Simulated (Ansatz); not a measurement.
Relaxing a trial structure of ClCuGeHSi

The starting geometry of this gas-phase doublet was optimised with GFN2-xTB.

```xyz
5

Cl   -0.9588   -1.3611   -0.1082
Cu   -1.2034    0.7458    0.0680
Ge    0.7606   -0.6952    1.4049
Si    1.7168   -0.0916   -0.6886
H    -1.2859    2.1581    0.2851
```

Problem. Where would you expect an optimisation with PBE0-D3(BJ)/def2-SVP to take it?

Solution. New bonds form, giving a structure with Cl1 bridging Cu2 and Ge3, H5 bridging Si4 and Cu2, given below by its coordinates. Distances that change by over a tenth: Cu2–H5 (1.43 → 1.65 Å). Contacts that close: Cu2–Si4 (3.13 → 2.38 Å), Si4–H5 (3.88 → 1.66 Å).

The energy falls by 1.72 eV over 19 steps:

```json
{"step": "1", "E − E(last) (eV)": "1.719"}
{"step": "3", "E − E(last) (eV)": "1.249"}
{"step": "5", "E − E(last) (eV)": "1.192"}
{"step": "7", "E − E(last) (eV)": "1.162"}
{"step": "9", "E − E(last) (eV)": "1.140"}
{"step": "11", "E − E(last) (eV)": "0.870"}
{"step": "13", "E − E(last) (eV)": "0.309"}
{"step": "15", "E − E(last) (eV)": "0.034"}
{"step": "17", "E − E(last) (eV)": "0.000"}
{"step": "19", "E − E(last) (eV)": "0.000"}
```

Final geometry (Å):

```xyz
5

Cl   -1.4821   -1.7920    0.3486
Cu   -1.0235    0.2986   -0.1136
Ge    0.9166   -0.9729    0.8735
Si    1.0543    1.4065    0.2229
H    -0.4360    1.8158   -0.3702
```

Frequencies at the end are all real (lowest 61 cm⁻¹). Open shells are spin-unrestricted. Run with Ansatz 0.2.0, 2 min on 2 threads of Intel(R) Xeon(R) Platinum 8488C (Sapphire Rapids), on a shared host.
